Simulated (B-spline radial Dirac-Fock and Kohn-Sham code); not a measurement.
# Sr⁵⁺: non-radiative channels of the L3 vacancy

System: strontium as Sr⁵⁺ in the configuration [Ar] 3d10 4s2 4p3.

The run's input, task.json:

```json
{"items": [{
  "Z": 38,
  "q": 5,
  "cfg": [[1, 0, 2], [2, 0, 2], [2, 1, 6], [3, 0, 2], [3, 1, 6], [3, 2, 10], [4, 0, 2], [4, 1, 3]],
  "A": 88,
  "rrms": 4.224,
  "do": ["binding", "quiet", "decay"],
  "holes": ["K", "L1", "L2", "L3", "M1", "M2", "M3", "M4", "M5", "N1"]
}]}
```

Run with: `python xray_run.py task.json out`

These are calculated numbers from an atomic code on a B-spline grid; the model is independent-particle rates on relativistic LDA orbitals of the hole state (multipoles up to L = 3, Coulomb Auger matrix elements, transition energies from Dirac-Fock). Kinetic energies are configuration averages from the vacuum level; the two-hole energies are estimated from single-hole states.

```
transition  kinetic energy (eV)  width (meV)  share (%)
   L3-M1M3               1199.3         56.9        4.4
   L3-M2M3                    –         93.0        7.1
   L3-M3M3               1285.1          133       10.2
   L3-M1M4               1333.3         4.95        0.4
   L3-M1M5               1335.1         5.64        0.4
   L3-M2M5                    –         54.5        4.2
   L3-M2M4                    –         6.08        0.5
   L3-M3M4               1422.5          124        9.4
   L3-M3M5               1426.1          188       14.4
   L3-M3N1               1542.1         9.98        0.8
   L3-M2N3                    –         5.67        0.4
   L3-M4M4               1559.2         16.5        1.3
   L3-M4M5               1560.5          326       25.0
   L3-M5M5               1562.7          221       16.9
   L3-M3N2               1563.7         7.06        0.5
   L3-M3N3               1565.5         18.5        1.4
   L3-M4N3               1702.6         7.16        0.5
   L3-M5N2               1702.8         3.99        0.3
   L3-M5N3               1704.4         11.8        0.9
```

A dash stands for an energy that rests on an unreliable hole state.

The listed channels hold 99 % of the non-radiative rate. Summed by principal shells, of 1.31 eV in all: LMM 94.4 %, LMN 5.4 %.
